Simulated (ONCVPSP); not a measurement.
Before and after: ONCV potential for Ga

ONCVPSP 4.0.1 input, shortened (lines: element, Z, core and valence counts, functional; n l f; lmax; l rc ep ncon nbas qcut; lloc lpopt rc5 dvloc0; l nproj debl; icmod fcfact rcfact), PBE, scalar-relativistic:

```
  Ga 31.00    5    3        4      upf
    1    0    2.00
    2    0    2.00
    2    1    6.00
    3    0    2.00
    3    1    6.00
    3    2   10.00
    4    0    2.00
    4    1    1.00
    2
    0    1.65    0.00    5   10    3.40
    1    2.50    0.00    4    9    3.00
    2    1.15    0.00    3    7   12.00
    4    4    0.95   -1.00
    0    2    3.70
    1    2    4.00
    2    2    3.60
    3    2.50    1.15
```

All-electron outer shells of the reference configuration (PBE, scalar-relativistic, ld1.x):

```csv
shell,level (eV),outermost node (bohr),outermost maximum (bohr)
3s,-148.13,0.27,0.56
3p,-98.86,0.24,0.56
3d,-19.15,–,0.53
4s,-8.95,0.81,1.90
4p,-2.58,0.87,2.53
```

Change: non-relativistic.

Cutoffs: the cutoffs (Ha) at which the residual kinetic energy of the hardest occupied pseudo-wave falls to 1 and 0.1 mHa per electron; they do not see the model core or the augmentation charge, which bear on the density cutoff. Errors are all-electron minus pseudo energies relative to the spin-unpolarised reference configuration.

What does the change do?

The potential gets neither clearly harder nor softer (63 Ha and 71 Ha → 63 Ha and 71 Ha); the d channel sets the loose cutoff, while the largest relative change is in s, which becomes softer; of the 3 tests that both files solve, the error grows in 1 and shrinks in 1 by more than 15 % and 0.3 meV (median size 5.6 → 10.1 meV); neither file shows a bound ghost.

| quantity | base | changed |
| --- | --- | --- |
| cutoff, loose | 63 Ha | 63 Ha |
| cutoff, tight | 71 Ha | 71 Ha |
| loose cutoff by channel | s 11 Ha, p 2.2 Ha, d 63 Ha | s 7.8 Ha, p 2.2 Ha, d 63 Ha |
| bound ghosts | none | none |
| GHOST(+) flags under 300 eV | s at 61.0 eV, p at 145.6 eV | s at 56.5 eV, p at 144.6 eV |
| tests with a reliable result | 3 of 4 | 3 of 4 |
| error for 3d10 4s2 4p0, meV [ΔE 5.69 → 5.72 eV] | -1.1 | -0.3 |
| error for 3d10 4s1 4p0, meV [ΔE 26.82 → 26.48 eV] | +5.6 | +10 |
| error for 3d10 4s0 4p3, meV [ΔE 13.37 → 12.76 eV] | +32 | +30 |
| s: phases at 1.68 bohr within 0.05 rad from the reference energy up to (Ha; the scan ends near 5) | 2.2 | 2.0 |
| p: phases at 2.53 bohr within 0.05 rad from the reference energy up to (Ha; the scan ends near 5) | 1.9 | 1.9 |
| d: phases at 1.17 bohr within 0.05 rad from the reference energy up to (Ha; the scan ends near 5) | to the end of the scan | to the end of the scan |
| rms error of d²Exc/dni dnj with the model core, mHa | 4.34 | 4.41 |
